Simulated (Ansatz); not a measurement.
The cluster NbO3H⁺. The state is a doublet with charge 1. Geometry B3LYP-D4/def2-TZVP, that of the neutral singlet; atoms count from 1.

```xyz
5

Nb    0.193    0.560   -0.431
O     0.870    1.403    0.912
O     1.483   -0.048   -1.403
O    -1.094   -0.799    0.045
H    -1.452   -1.117    0.877
```

In the def2 sets Nb takes a core potential; there is no spin–orbit coupling. The structure comes from a short search, and lower isomers may exist.

(1) Estimate the Mulliken populations from the PBE0/def2-TZVP orbitals of Ansatz.

(2) Where does the spin sit?

(3) And the Mayer bond orders between heavy atoms (over 0.3)?

Answers

(1) 
```
atom  charge (e)  spin (α − β)  d electrons
 Nb1        1.83         -0.30         2.81
  O2       -0.29          0.62            –
  O3       -0.28          0.69            –
  O4       -0.66         -0.01            –
  H5        0.40          0.00            –
```
Mulliken values depend strongly on the basis.

(2) Summed by element: Nb -0.30, O 1.30, H 0.00, of 1 unpaired in all. Largest on single atoms: O3 0.69, O2 0.62, Nb1 -0.30.

(3) Nb1–O2 1.79 (1.72 Å); Nb1–O3 1.65 (1.73 Å); Nb1–O4 1.08 (1.93 Å).
